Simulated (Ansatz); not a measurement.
Basis sets compared for (BeO)4 cube (Be4O4). The state is a singlet with charge 0. Geometry B3LYP-D4/def2-SVP. Ansatz on 2 threads of AMD EPYC 7R43 on a shared host; times are rough, and most runs start from earlier orbitals.

```xyz
8

Be    1.004    0.398    0.669
Be   -0.835   -0.557    0.780
Be    0.381   -0.835   -0.879
Be   -0.550    0.994   -0.570
O    -0.456    0.999    1.052
O     0.658   -1.189    0.682
O     0.999    0.666   -0.933
O    -1.201   -0.477   -0.801
```

Another isomer (singlet) lies 1.70 eV lower at PBE0-D4/def2-TZVP; other spin states weren't run for this one.

Binding counts from free atoms (Be singlet, O triplet) in the same basis, without a counterpoise term.

| level | functions | energy (Eh) | HOMO (eV) | LUMO (eV) | binding per atom (eV) | wall time |
| --- | --- | --- | --- | --- | --- | --- |
| PBE-D4/def2-SVP | 92 | -359.5523 | -7.14 | -2.80 | 4.92 | 1.9 s |
| PBE0-D4/def2-SVP | 92 | -359.5570 | -8.68 | -1.95 | 4.70 | 2.6 s |

Problem. Estimate the rows for PBE-D4/def2-TZVP (with forces), PBE0-D4/def2-TZVP.

Solution. 
| level | functions | energy (Eh) | HOMO (eV) | LUMO (eV) | binding per atom (eV) | wall time |
| --- | --- | --- | --- | --- | --- | --- |
| PBE-D4/def2-TZVP (with forces) | 200 | -360.0025 | -6.81 | -2.67 | 4.93 | 5.5 s |
| PBE0-D4/def2-TZVP | 200 | -360.0110 | -8.32 | -1.84 | 4.74 | 6 s |
